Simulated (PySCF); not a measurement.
PySCF 2.14 output of an unrestricted BP86 calculation on a single atom or ion in dyall-av3z, with no relativity, point nucleus:

```
SCF conv_tol = 1e-09
number electrons alpha = 7  beta = 6
    A. D. Becke.,  Phys. Rev. A 38, 3098 (1988)
    J. P. Perdew.,  Phys. Rev. B 33, 8822 (1986)
cycle= 1 E= -339.655647718302  delta_E= -0.00881  |g|= 0.013  |ddm|= 0.657
cycle= 2 E= -339.655663766977  delta_E= -1.6e-05  |g|= 0.00517  |ddm|= 0.0752
cycle= 3 E= -339.655665682779  delta_E= -1.92e-06  |g|= 0.000665  |ddm|= 0.00686
cycle= 4 E= -339.65566571818  delta_E= -3.54e-08  |g|= 1.27e-05  |ddm|= 0.0025
cycle= 5 E= -339.655665718367  delta_E= -1.87e-10  |g|= 7.99e-07  |ddm|= 0.000413
converged SCF energy = -339.655665718367  <S^2> = 0.75001462  2S+1 = 2.0000146
```

The run itself started from symmetry-adapted Hartree-Fock orbitals and held the occupation by maximum overlap, on a logarithmic radial grid, so the iterations belong to that start.

Task: Which element, charge and spin multiplicity is this?

Result: P²⁺ (phosphorus, charge +2), multiplicity 2; the state was [Ne] 3s2 4s1, 2S determinant (an excited configuration).

The outer electron is Rydberg-like, and this basis confines it to a smaller radius and binds it less than a complete one would.
